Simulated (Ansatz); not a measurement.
System: AlCl (charge 0, singlet). 
Coordinates optimised at B3LYP-D3(BJ)/def2-TZVP (Ansatz, a quantum-chemistry and plane-wave program):
```
Al
Cl 1 2.1602
```
Charge 0, spin multiplicity 1.

Basis-set convergence of Hartree-Fock and CCSD(T) correlation energies (hartree) with Ansatz. Cores are frozen in the correlated levels unless marked. No spin-orbit coupling. Non-relativistic.

```json
[
 {"basis": "cc-pV(D+d)Z", "functions": "46", "E(HF)": "-701.48864", "E(corr, CCSD(T))": "-0.21219", "rough core time": "under 20 s"},
 {"basis": "cc-pV(T+d)Z", "functions": "78", "E(HF)": "-701.51184", "E(corr, CCSD(T))": "-0.27932", "rough core time": "under 20 s"},
 {"basis": "cc-pV(Q+d)Z", "functions": "128", "E(HF)": "-701.51699", "E(corr, CCSD(T))": "-0.30279", "rough core time": "under 20 s"},
 {"basis": "cc-pV(5+d)Z", "functions": "200", "E(HF)": "-701.51794", "E(corr, CCSD(T))": "-0.31058", "rough core time": "23 s"}
]
```

Extrapolating the two largest sets (X = 4 and 5) as X^-3: E(corr) = (125·(-0.31058) - 64·(-0.30279))/61 = -0.3188 Eh, an estimate of the basis-set limit. The largest set recovers 97.4 % of it, the smallest 66.6 %.
